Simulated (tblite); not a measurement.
Scan of H₃Ga, singlet: map of symmetric stretch and umbrella angle. Scanned: Ga-H bond length and angle between the Ga-H bonds and the threefold axis (90 = planar).

Cartesian coordinates as functions of the variables (Å; names that start with a are angles):
```
Ga  0  0  0
H  r*sin(a)*cos(0*2*pi/3+0)  r*sin(a)*sin(0*2*pi/3+0)  0+r*cos(a)
H  r*sin(a)*cos(1*2*pi/3+0)  r*sin(a)*sin(1*2*pi/3+0)  0+r*cos(a)
H  r*sin(a)*cos(2*2*pi/3+0)  r*sin(a)*sin(2*2*pi/3+0)  0+r*cos(a)
```

Computed with GFN2-xTB, 300 K electronic temperature run with tblite.

Energy in eV above the lowest grid point; x is the Ga-H bond length (Å), y the angle between the Ga-H bonds and the threefold axis (90 = planar) (°).

| y \ x | 1.38 | 1.45 | 1.53 | 1.60 | 1.67 | 1.74 | 1.82 | 1.89 | 1.96 |
|---|---|---|---|---|---|---|---|---|---|
| 130 | 3.947 | 3.105 | 2.553 | 2.297 | 2.176 | 2.142 | 2.172 | 2.234 | 2.311 |
| 126 | 3.130 | 2.363 | 1.888 | 1.690 | 1.620 | 1.633 | 1.711 | 1.811 | 1.922 |
| 122 | 2.501 | 1.795 | 1.380 | 1.228 | 1.200 | 1.250 | 1.367 | 1.497 | 1.636 |
| 118 | 2.015 | 1.357 | 0.989 | 0.875 | 0.880 | 0.961 | 1.109 | 1.264 | 1.427 |
| 114 | 1.637 | 1.018 | 0.689 | 0.605 | 0.638 | 0.744 | 0.918 | 1.094 | 1.276 |
| 110 | 1.345 | 0.757 | 0.459 | 0.399 | 0.455 | 0.581 | 0.777 | 0.971 | 1.169 |
| 106 | 1.123 | 0.559 | 0.285 | 0.245 | 0.319 | 0.462 | 0.676 | 0.884 | 1.096 |
| 102 | 0.960 | 0.413 | 0.159 | 0.134 | 0.221 | 0.378 | 0.605 | 0.825 | 1.048 |
| 98 | 0.848 | 0.314 | 0.073 | 0.058 | 0.156 | 0.322 | 0.559 | 0.787 | 1.018 |
| 94 | 0.783 | 0.256 | 0.022 | 0.014 | 0.118 | 0.289 | 0.534 | 0.766 | 1.002 |
| 90 | 0.761 | 0.237 | 0.006 | 0.000 | 0.105 | 0.279 | 0.525 | 0.760 | 0.997 |

Points that lie below all their neighbours on the grid: x = 1.60, y = 90 on the edge of the grid (0.000 eV).
